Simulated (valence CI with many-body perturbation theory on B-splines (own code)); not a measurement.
Hyperfine factors and g values of Ce³⁴⁺

Calculated by valence CI with perturbative core correlation (CI+MBPT): six valence electrons over a frozen Dirac-Fock core [Ar], a basis of 7 s, 7 p, 8 d, 6 f, 4 g, 1 h functions for each j, with the one-electron correlation potential Σ1, the two-electron term Σ2, the three-electron term Σ3, Breit, model QED; selected CI, second order for the rest, scaled by the run's own slope (own B-spline code, finite nucleus).

No measured spectrum was set against this ion. As an estimate, large intervals hold to a few tenths of a per cent, small ones and those within an open d or f shell to about a per cent. Core correlation moves these levels by up to 6300 cm⁻¹, and in measured spectra 5 to 20 % of such shifts remained as error; rates that hang on mixing are uncertain with them. Among the levels kept, up to 1000 cm⁻¹ of a level comes from second order outside the variational space, and about a tenth of that is noise between levels of different J, which matters for small intervals. Only levels of the ground parity were solved; by the run's estimate the other parity begins above the list, which can be wrong where configurations are misplaced.

A/g_I is the dipole constant over the nuclear g factor μ/I (μ in nuclear magnetons, uniformly magnetised nucleus), B/Q the quadrupole constant per barn. Both hold the static response of the core; the bare values leave it out. Large factors of s and p1/2 electrons are usually good to 5 to 10 %; those of open d and f shells near neutrality can be off by tens of per cent, and small factors of p3/2, d and f electrons come from cancelling terms and can be off by a factor of two or in sign, in half-filled shells by more. B is blank for J = 1/2, where it vanishes, and for nearly pure S terms. Energies count from the lowest level. Levels with J = 0 are left out.

Levels are named by their leading jj configuration (3d3/2^4 stands for four electrons in 3d with j = 3/2), which in mixed levels can hold well under half, so a name can repeat and another be missing. Letters in brackets count levels of one name in rising energy.

```csv
Level,E (cm⁻¹),g,A/g_I (MHz),A/g_I bare,B/Q (MHz/b),B/Q bare
(3d3/2^4 3d5/2^2) J=4,0,1.330,13800,14400,27700,28200
(3d3/2^4 3d5/2^2) J=2,41646,1.348,13700,14300,-11600,-11800
(3d3/2^3 3d5/2^3) J=3 [a],128060,1.412,8460,9150,4030,4090
(3d3/2^3 3d5/2^3) J=1 [a],153490,1.388,12600,13200,-10100,-10300
(3d3/2^3 3d5/2^3) J=4 [a],155830,1.131,16800,17100,20800,21200
(3d3/2^3 3d5/2^3) J=5,198040,1.123,19400,19700,11300,11500
(3d3/2^3 3d5/2^3) J=6,198350,1.117,21400,21600,-22600,-23000
(3d3/2^3 3d5/2^3) J=2,230370,0.923,26300,26300,-19600,-19900
(3d3/2^3 3d5/2^3) J=3 [b],235630,1.035,24100,24200,13100,13300
(3d3/2^2 3d5/2^4) J=2 [a],281650,1.271,13500,13900,5790,5880
(3d3/2^3 3d5/2^3) J=4 [b],300890,1.020,24200,24300,-10400,-10600
(3d3/2^3 3d5/2^3) J=1 [b],305580,0.958,18700,18700,17900,18200
(3d3/2^2 3d5/2^4) J=2 [b],317520,1.287,10700,11200,19800,20200
(3d3/2^3 3d5/2^3) J=3 [c],332480,1.090,23000,23200,-30400,-30900
(3d3/2^2 3d5/2^4) J=4 [a],342840,1.090,21000,21200,1520,1570
(3d3/2^2 3d5/2^4) J=5,363780,1.099,21900,22100,-18400,-18700
(3d3/2^2 3d5/2^4) J=3 [a],369540,1.188,14700,15000,-17500,-17800
(3d3/2^2 3d5/2^4) J=6,387510,1.038,23900,24000,-28200,-28600
(3d3/2^2 3d5/2^4) J=3 [b],395890,0.928,28100,28000,2570,2620
(3d3/2^2 3d5/2^4) J=1,430370,1.137,21700,21900,-6530,-6640
(3d3/2^2 3d5/2^4) J=4 [b],439070,1.054,24400,24600,-1210,-1230
(3d3/2^2 3d5/2^4) J=2 [c],440170,1.051,23400,23600,-15800,-16100
(3d3/2^2 3d5/2^4) J=2 [d],501490,0.800,33300,33100,-7940,-8060
(3d3/2 3d5/2^5) J=1,507550,1.495,-2200,-1380,-6760,-6870
(3d3/2^2 3d5/2^4) J=4 [c],515220,1.162,18200,18500,-25800,-26300
(3d3/2 3d5/2^5) J=4,594050,1.021,24000,24100,-19200,-19500
(3d3/2 3d5/2^5) J=2,619520,1.272,15200,15600,-31000,-31500
(3d3/2 3d5/2^5) J=3,628120,1.062,22600,22800,-32700,-33200
(3d3/2^2 3d5/2^4) J=2 [e],639140,1.001,25000,25100,32500,33000
```
